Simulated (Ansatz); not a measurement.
**FHOSeSi: structure from calculated spectroscopic constants**

These gas-phase data were calculated for one isomer of FHOSeSi at r2SCAN-D4/def2-SVP (harmonic, unscaled wavenumbers; equilibrium rotational constants with average atomic masses):

* rotational constants: 8.561, 1.926, 1.573 GHz
* all wavenumbers above 1500 cm⁻¹: 3839
* dipole moment: 2.84 D (PBE0/def2-TZVPD)

Candidates:

(1) `O[Si](F)=[Se]`, a singlet
(2) `O=[Si](F)[SeH]`, a singlet

Problem. Assign the data to one candidate and say why.

Solution. Candidate (1). The band at 3839 cm⁻¹ lies where the O–H stretch is expected; (2) has no mode between 3300 and 4000 cm⁻¹.

The same quantities for all candidates:

```tsv
	rotational constants (GHz)	wavenumbers above 1500 cm⁻¹	dipole (D)	E above the lowest, r2SCAN-D4/def2-SVP (kcal/mol)
(1)	8.561, 1.926, 1.573	3839	2.84	0.0
(2)	7.243, 2.052, 1.599	2440	3.60	20.4
```

Harmonic stretches to hydrogen usually lie a few per cent above observed fundamentals. Each candidate is one conformer. Programs: Ansatz 0.2.0.
